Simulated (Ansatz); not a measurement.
FH2In (SMILES [F][InH2]) moved off its minimum; all values from Ansatz (a quantum-chemistry and plane-wave program), cores frozen in correlated methods. Elements past Kr take the def2 small-core potentials, without spin–orbit coupling.
(charge 0, multiplicity 1)
```xyz
4

In    -0.0816    -0.2584     0.0527
H      0.7434    -0.9513     1.1996
H     -1.4908    -0.4741    -0.8396
F      0.8253     1.4714    -0.4396
```

Forces at wB97M-V/def2-TZVPP (eV/Å):

```csv
atom,Fx,Fy,Fz
In1,-0.606,1.628,-1.505
H2,1.105,-0.926,1.480
H3,-0.086,0.026,-0.131
F4,-0.413,-0.728,0.156
```

Task: Give the forces (eV/Å), the total energy and the dipole at CCSD(T)/def2-TZVPPD.

Result: 
| atom | Fx | Fy | Fz |
|---|---|---|---|
| In1 | -0.608 | 1.744 | -1.615 |
| H2 | 1.378 | -1.227 | 1.912 |
| H3 | -0.507 | -0.079 | -0.369 |
| F4 | -0.262 | -0.439 | 0.072 |
Energy -290.2192 hartree, dipole 3.57 D.
